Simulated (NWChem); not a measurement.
# HgBr2; SMILES [Br][Hg][Br]

```xyz
3

Hg     0.0000     0.0000     0.0000
Br     0.0000     0.0000     2.4136
Br     0.0000     0.0000    -2.4136
```
Atoms are numbered in this order, from 1.

Level: PBE0/def2-SVP with def2 effective core potentials on Hg (NWChem), optimised geometry, unscaled harmonic frequencies. This build's default masses of Se (78.918 u) and Br (79.917 u) are each other's, which moves their modes by up to 0.6 %. def2 effective core potentials on Hg; no spin-orbit coupling.

```tsv
frequency (cm⁻¹)	IR intensity (km/mol)
69	2.0
69	2.0
215	0.0
285	27.5
```

* **zero-point energy**: 0.9 kcal/mol
* **thermal correction to the enthalpy at 298.15 K (with zero-point energy)**: 4.6 kcal/mol
* **heat capacity Cv**: 12.4 cal/(mol K)
* **entropy at 298.15 K and 1 atm (symmetry number 2)**: 74.6 cal/(mol K)

Rigid rotor and harmonic oscillator; modes under 100 cm⁻¹ make the entropy uncertain.
